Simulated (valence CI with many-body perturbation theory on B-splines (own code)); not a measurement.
Results of a calculation; reference values are marked as such.
# Hyperfine factors and g values of Xe²⁺

Method: configuration interaction combined with many-body perturbation theory (CI+MBPT): six valence electrons over a frozen Dirac-Fock core [Kr] 4d10, a basis of 9 s, 9 p, 8 d, 6 f, 3 g, 1 h functions for each j, with the one-electron correlation potential Σ1, the two-electron term Σ2, the three-electron term Σ3, Breit, model QED; selected CI, second order for the rest, scaled by the run's own slope (own B-spline code, finite nucleus).

Set against measurement, 29 paired levels are off by 195 cm⁻¹ on average, the worst by 442. These come from a selection out of Saloman, J. Phys. Chem. Ref. Data 33, 765 (2004). Levels without a partner in it may be off by more. Among the levels kept, up to 1200 cm⁻¹ of a level comes from second order outside the variational space, and about a tenth of that is noise between levels of different J, which matters for small intervals.

A/g_I is the dipole constant over the nuclear g factor μ/I (μ in nuclear magnetons, uniformly magnetised nucleus), B/Q the quadrupole constant per barn. Both hold the static response of the core; the bare values leave it out. Large factors of s and p1/2 electrons are usually good to 5 to 10 %; those of open d and f shells near neutrality can be off by tens of per cent, and small factors of p3/2, d and f electrons come from cancelling terms and can be off by a factor of two or in sign, in half-filled shells by more. B is blank for J = 1/2, where it vanishes, and for nearly pure S terms. Energies count from the lowest level. Levels with J = 0 are left out.

Names give the largest LS component (configuration and term), which can be under half, so a name can repeat, a term be missing and a line seem to break the LS rules; names also repeat where a configuration has a term twice. Letters in brackets count levels of one name in rising energy.

```csv
Level,E (cm⁻¹),g,A/g_I (MHz),A/g_I bare,B/Q (MHz/b),B/Q bare
5s2 5p4 3P_2,0.0,1.442,1130,906,1750,1520
5s2 5p4 3P_1,9760,1.501,-599,-689,-1190,-1020
5s2 5p4 1D_2,17078,1.059,2910,2650,-4180,-3620
5s 5p5 3P°_2,97885,1.499,7620,6910,-2030,-1750
5s 5p5 3P°_1,103209,1.447,3090,2700,939,822
5s2 5p3 5d 5D°_3,111278,1.449,155,12.8,150,102
5s2 5p3 5d 5D°_2,111521,1.418,258,98.4,-128,-96.6
5s2 5p3 5d 5D°_4,111910,1.469,-21.0,-137,117,-0.274
5s2 5p3 5d 5D°_1,112115,1.484,130,-16.5,-104,-57.0
5s2 5p3 5d 3D°_2,116994,1.088,374,317,-3.82,-28.1
5s2 5p3 5d 1P°_1,118833,1.021,7200,6630,-1320,-1120
5s2 5p3 5d 3D°_3,120952,1.296,-171,-230,1130,938
5s2 5p3 6s 5S°_2,121359,1.921,2150,1770,270,228
5s2 5p3 5d 3D°_1 [a],121673,0.585,1900,1860,-69.3,-69.4
5s2 5p3 5d 3F°_2,124385,0.846,2140,1970,-2540,-2200
5s2 5p3 6s 3S°_1,125642,1.755,-1190,-1440,284,244
5s2 5p3 5d 3F°_3,125836,1.110,1750,1570,-2210,-1910
5s2 5p3 5d 3F°_4 [a],127545,1.162,1270,1140,-1200,-1090
5s2 5p3 5d 3G°_3,128258,0.861,561,533,1570,1270
5s2 5p3 5d 3F°_4 [b],129947,1.192,372,318,2080,1740
5s2 5p3 5d 3G°_5,132001,1.200,1340,1190,228,112
5s2 5p3 5d 1G°_4,132604,1.019,1740,1560,-152,-215
5s2 5p3 5d 3D°_1 [b],133249,0.681,-391,-323,110,90.2
5s2 5p3 6s 3D°_2,134660,1.235,2110,1960,2580,2230
5s2 5p3 5d 1D°_2,136338,1.053,1570,1400,410,348
5s2 5p3 6s 3D°_1,138175,0.716,-277,-214,654,561
```

(1) Take the isotope of mass number 131, with I = 3/2, μ = 0.69185 μN and Q = -0.114 b. What is the hyperfine structure of 5s2 5p4 3P_1?

Results:

(1) From the table A = -276 MHz, B = 135 MHz. Shifts from the centre of gravity in MHz: F = 1/2: 859, F = 3/2: 141, F = 5/2: -380.
